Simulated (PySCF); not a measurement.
First SCF of a structure search on singlet SrO2, at a hand-made bent geometry. PySCF input:

```python
from pyscf import gto, scf, dft
mol = gto.M(atom='''
Sr     0.000000     0.000000     0.000000
O      1.753000     0.000000     1.227500
O     -1.753000     0.000000     1.227500''',
    basis={'Sr': 'def2-TZVP', 'O': 'def2-TZVP'},
    ecp={'Sr': 'def2-TZVP'},
    charge=0, spin=0)
mf = dft.RKS(mol, xc='PBE0')
mf.grids.atom_grid = (50, 194)
aux = {'Sr': 'def2-universal-JKFIT', 'O': 'def2-universal-JKFIT'}
mf = mf.density_fit(auxbasis=aux)
mf.conv_tol = 1e-08
mf.diis_space = 10
mf.max_cycle = 60
mf.init_guess = 'minao'
mf.verbose = 4
mf.kernel()
```

Excerpt of the output (cycles and frontier levels):

```
init E= -179.048723609709
  HOMO = -0.541311107223106  LUMO = -0.533563351433649  gap/eV = 0.21083
cycle= 1 E= -180.731422631027  delta_E= -1.68  |g|= 0.76  |ddm|= 2.86
  HOMO = -0.120952678164074  LUMO = -0.0535588813104589  gap/eV = 1.83388
cycle= 2 E= -180.481405946937  delta_E= 0.25  |g|= 1.34  |ddm|=  1.5
  HOMO = -0.268520757538613  LUMO = -0.207489636856078  gap/eV = 1.66074
cycle= 3 E= -180.862005636467  delta_E= -0.381  |g|= 0.172  |ddm|= 0.951
  HOMO = -0.263426368343347  LUMO = -0.199109766322845  gap/eV = 1.75014
cycle= 4 E= -180.869630105447  delta_E= -0.00762  |g|= 0.0274  |ddm|= 0.186
  HOMO = -0.262339906886892  LUMO = -0.197349229780329  gap/eV = 1.76849
cycle= 5 E= -180.869881338533  delta_E= -0.000251  |g|= 0.0071  |ddm|= 0.0326
  HOMO = -0.263023032874903  LUMO = -0.19767357308201  gap/eV = 1.77825
cycle= 6 E= -180.869960147364  delta_E= -7.88e-05  |g|= 0.00426  |ddm|= 0.0214
  HOMO = -0.263632615482111  LUMO = -0.197839007983827  gap/eV = 1.79034
cycle= 7 E= -180.870035964709  delta_E= -7.58e-05  |g|= 0.00297  |ddm|= 0.0289
  HOMO = -0.264128044222739  LUMO = -0.197677366677233  gap/eV = 1.80822
cycle= 8 E= -180.870094568959  delta_E= -5.86e-05  |g|= 0.00117  |ddm|= 0.0427
  HOMO = -0.26424054340417  LUMO = -0.197629269434927  gap/eV = 1.81259
cycle= 9 E= -180.870099991087  delta_E= -5.42e-06  |g|= 0.000263  |ddm|= 0.0147
  HOMO = -0.264319246727711  LUMO = -0.19772722526195  gap/eV = 1.81206
cycle= 10 E= -180.87009994439  delta_E= 4.67e-08  |g|= 0.000883  |ddm|= 0.00218
  HOMO = -0.26432092153391  LUMO = -0.197727477391776  gap/eV = 1.81210
cycle= 11 E= -180.870100121912  delta_E= -1.78e-07  |g|= 0.000178  |ddm|= 0.000507
  HOMO = -0.264323608264585  LUMO = -0.197713972355679  gap/eV = 1.81254
cycle= 12 E= -180.870100132979  delta_E= -1.11e-08  |g|= 8.54e-06  |ddm|= 0.000532
  HOMO = -0.264323827752036  LUMO = -0.197716488519873  gap/eV = 1.81248
cycle= 13 E= -180.870100133049  delta_E= -6.94e-11  |g|= 7.91e-07  |ddm|= 5.94e-05
  HOMO = -0.264323657524775  LUMO = -0.197716146200694  gap/eV = 1.81248
Extra cycle  E= -180.870100133049  delta_E= -6.82e-13  |g|= 3.25e-07  |ddm|= 1.31e-06
converged SCF energy = -180.870100133049
```

No lower solution of this spin was found from smeared starts or by a stability analysis within the restricted form, which does not test spin polarisation.

At the minimum of this search the closed-shell solution is unstable towards spin polarisation, so a lower open-shell solution exists.

The search for the lowest solution, 3 starts and the stability check together, took 8.4 s on 2 threads of a shared Arm Neoverse V2 host, with 95 basis functions; the process peaked at 0.36 GiB.
